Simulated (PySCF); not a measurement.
**How methods differ on the excitation energy of Cr²⁺**

Cr²⁺ [Ar] 3d4 (5D) → Cr²⁺ [Ar] 3d3 4p1 (high-spin determinant), as a difference of total energies. All numbers are calculated (PySCF 2.14, no relativity, point nucleus, in def2-TZVPPD (6s6p4d2f1g, 67 functions)). Correlated levels: valence: [Ar] frozen. The calculations carry no spin-orbit coupling.

| method | excitation energy (eV) |
| --- | --- |
| UHF | 11.272 |
| MP2 (valence) | 11.707 |
| SCS-MP2 (valence) | 11.417 |
| CCSD (valence) | 11.697 |
| CCSD(T) (valence) | 11.689 |

Q: How much does correlation contribute at CCSD(T) (valence)?

A: 11.689 − (11.272) = 0.417 eV, measured against UHF.

A first-order spin-orbit estimate (lowest level to lowest level, LS coupling) adds -0.050 eV.

The determinant of the upper state mixes LS terms, which raises its energy above the lowest term, most at the Hartree-Fock and MP2 levels.
